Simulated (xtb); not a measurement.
Harmonic IR lines of one isomer of C9H10O, unscaled. Computed with GFN2-xTB (xtb 6.7.1).

wavenumber (cm⁻¹): 720 (w), 772 (w), 779 (m), 802 (w), 885 (w), 1016 (w), 1048 (w), 1117 (m), 1155 (w), 1185 (w), 1214 (w), 1257 (vs), 1337 (m), 1444 (m), 1462 (m), 1592 (m), 1675 (vw), 2928 (m), 2942 (m), 3024 (w), 3075 (w), 3088 (m), 3098 (s), 3104 (w), 3125 (m)

Identify which structure gives these lines.
A. `C=C(OC)c1ccccc1`
B. `C=Cc1ccccc1OC`
C. `C=Cc1cccc(OC)c1`
D. `C=Cc1ccc(OC)cc1`

B, `C=Cc1ccccc1OC`
